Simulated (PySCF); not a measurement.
C4H10Cd (SMILES C[CH2][Cd][CH2]C), singlet, at a GFN2-xTB geometry (such geometries of metal compounds can be far from the true shape) (core potentials on Cd); DF-CAMB3LYP/def2-SV(P) run with PySCF.

The PySCF input:
```python
from pyscf import gto, scf, dft

mol = gto.M(
    atom='''
Cd   -0.475400   -0.236634   -0.156216
C    -0.150850   -0.568413    2.039680
C     1.272727   -1.115059    2.163723
H    -0.845263   -1.261331    2.519354
H    -0.216770    0.390797    2.568107
H     1.998595   -0.442137    1.691853
H     1.358573   -2.101275    1.697125
H     1.565728   -1.225708    3.212921
C     0.537291    0.734691   -1.907827
C     0.813138    2.178353   -1.482752
H    -0.028028    0.736817   -2.842035
H     1.491062    0.225179   -2.095179
H     1.375845    2.214967   -0.542228
H    -0.119187    2.735704   -1.351833
H     1.404797    2.707976   -2.236678
''',
    basis='def2-sv(p)',
    ecp={'Cd': 'def2-sv(p)'},
    charge=0,
    spin=0,
    verbose=4,
)

mf = dft.RKS(mol)
mf.xc = 'camb3lyp'
mf.diis = False
mf.max_cycle = 100
mf = mf.density_fit(auxbasis='def2-universal-jkfit')
mf.kernel()
mf.analyze()
```

What the program printed (banner, timings and long lists left out):

```
PySCF version 2.14.0

[INPUT] verbose = 4
[INPUT] num. atoms = 15
[INPUT] num. electrons = 54
[INPUT] charge = 0
[INPUT] spin (= nelec alpha-beta = 2S) = 0
[INPUT] symmetry False subgroup None
[INPUT] Mole.unit = angstrom
[INPUT] Symbol           X                Y                Z      unit          X                Y                Z       unit  Magmom
[...]
nuclear repulsion = 237.524496472083
number of shells = 54
number of NR pGTOs = 186
number of NR cGTOs = 100
basis = def2-sv(p)
ecp = {'Cd': 'def2-sv(p)'}

******** <class 'pyscf.df.df_jk.DFRKS'> ********
method = DFRKS
initial guess = minao
damping factor = 0
level_shift factor = 0
DIIS disabled
SCF conv_tol = 1e-09
SCF conv_tol_grad = None
SCF max_cycles = 100
direct_scf = False
XC library pyscf.dft.libxc version 7.1.2
    S. Lehtola, C. Steigemann, M. J. T. Oliveira, and M. A. L. Marques,  SoftwareX 7, 1–5 (2018)
XC functionals = camb3lyp
    T. Yanai, D. P. Tew, and N. C. Handy,  Chem. Phys. Lett. 393, 51 (2004)
radial grids:
    Treutler-Ahlrichs [JCP 102, 346 (1995); DOI:10.1063/1.469408] (M4) radial grids

becke partition: Becke, JCP 88, 2547 (1988); DOI:10.1063/1.454033
pruning grids: <function nwchem_prune>
grids dens level: 3
symmetrized grids: False
atomic radii adjust function: <function treutler_atomic_radii_adjust>
small_rho_cutoff = 0
Set gradient conv threshold to 3.16228e-05
Initial guess from minao.
tot grids = 176944
******** <class 'pyscf.df.df.DF'> ********
auxbasis = def2-universal-jkfit
Create RSH-DF object <pyscf.df.df.DF object> for omega=0.33
******** <class 'pyscf.df.df.DF'> ********
auxbasis = auxmol.basis = def2-universal-jkfit
init E= -311.793704049861
[...]
cycle= 1 E= -324.821884366694  delta_E=  -13  |g|= 1.89  |ddm|= 5.31
[...]
cycle= 2 E= -314.470440685525  delta_E= 10.4  |g|= 6.48  |ddm|= 28.6
[...]
cycle= 3 E= -287.529053280725  delta_E= 26.9  |g|= 7.95  |ddm|= 33.3
[...]
cycle= 4 E= -128.368302629782  delta_E=  159  |g|=   11  |ddm|= 46.2
[...]
cycle= 5 E= -248.732155164728  delta_E= -120  |g|=  6.7  |ddm|= 84.3
[...]
cycle= 6 E= -103.130534072732  delta_E=  146  |g|= 12.5  |ddm|=  112
[...]
cycle= 7 E= -205.742330870871  delta_E= -103  |g|= 7.17  |ddm|=  116
[...]
cycle= 8 E= -38.1274410968093  delta_E=  168  |g|= 12.5  |ddm|=  144
[...]
cycle= 9 E= -203.734806985709  delta_E= -166  |g|= 9.88  |ddm|=  137
[...]
cycle= 10 E= 18.9503657758618  delta_E=  223  |g|= 11.4  |ddm|=  146
[...]
cycle= 11 E= -155.906515654701  delta_E= -175  |g|= 11.5  |ddm|=  143
[...]
[...]
[...]
cycle= 76 E= 88.3740271726321  delta_E=  231  |g|= 13.3  |ddm|= 67.5
[...]
cycle= 77 E= -142.57906474377  delta_E= -231  |g|= 11.3  |ddm|= 67.5
[...]
cycle= 78 E= 88.3740271726327  delta_E=  231  |g|= 13.3  |ddm|= 67.5
[...]
cycle= 79 E= -142.57906474377  delta_E= -231  |g|= 11.3  |ddm|= 67.5
[...]
cycle= 80 E= 88.3740271726321  delta_E=  231  |g|= 13.3  |ddm|= 67.5
[...]
cycle= 81 E= -142.57906474377  delta_E= -231  |g|= 11.3  |ddm|= 67.5
[...]
cycle= 82 E= 88.374027172632  delta_E=  231  |g|= 13.3  |ddm|= 67.5
[...]
cycle= 83 E= -142.579064743769  delta_E= -231  |g|= 11.3  |ddm|= 67.5
[...]
cycle= 84 E= 88.3740271726323  delta_E=  231  |g|= 13.3  |ddm|= 67.5
[...]
cycle= 85 E= -142.57906474377  delta_E= -231  |g|= 11.3  |ddm|= 67.5
[...]
cycle= 86 E= 88.3740271726321  delta_E=  231  |g|= 13.3  |ddm|= 67.5
[...]
cycle= 87 E= -142.579064743769  delta_E= -231  |g|= 11.3  |ddm|= 67.5
[...]
cycle= 88 E= 88.3740271726324  delta_E=  231  |g|= 13.3  |ddm|= 67.5
[...]
cycle= 89 E= -142.579064743769  delta_E= -231  |g|= 11.3  |ddm|= 67.5
[...]
cycle= 90 E= 88.3740271726328  delta_E=  231  |g|= 13.3  |ddm|= 67.5
[...]
cycle= 91 E= -142.579064743769  delta_E= -231  |g|= 11.3  |ddm|= 67.5
[...]
cycle= 92 E= 88.3740271726316  delta_E=  231  |g|= 13.3  |ddm|= 67.5
[...]
cycle= 93 E= -142.579064743771  delta_E= -231  |g|= 11.3  |ddm|= 67.5
[...]
cycle= 94 E= 88.374027172633  delta_E=  231  |g|= 13.3  |ddm|= 67.5
[...]
cycle= 95 E= -142.57906474377  delta_E= -231  |g|= 11.3  |ddm|= 67.5
[...]
cycle= 96 E= 88.374027172633  delta_E=  231  |g|= 13.3  |ddm|= 67.5
[...]
cycle= 97 E= -142.579064743769  delta_E= -231  |g|= 11.3  |ddm|= 67.5
[...]
cycle= 98 E= 88.3740271726321  delta_E=  231  |g|= 13.3  |ddm|= 67.5
[...]
cycle= 99 E= -142.57906474377  delta_E= -231  |g|= 11.3  |ddm|= 67.5
[...]
cycle= 100 E= 88.3740271726316  delta_E=  231  |g|= 13.3  |ddm|= 67.5
SCF not converged.
SCF energy = 88.3740271726316
**** SCF Summaries ****
Total Energy =                          88.374027172631628
Nuclear Repulsion Energy =             237.524496472082575
One-electron Energy =                 -742.840185607642979
Two-electron Energy =                  593.689716308192033
Two-electron Coulomb Energy =          635.956145134188205
DFT Exchange-Correlation Energy =      -42.266428825996158
HOMO-LUMO gap [eV] =                     7.226788135062518
**** MO energy ****
[...]
Dipole moment(X, Y, Z, Debye): -95.98561, 230.37409, -510.59228
```

Convergence was not reached.
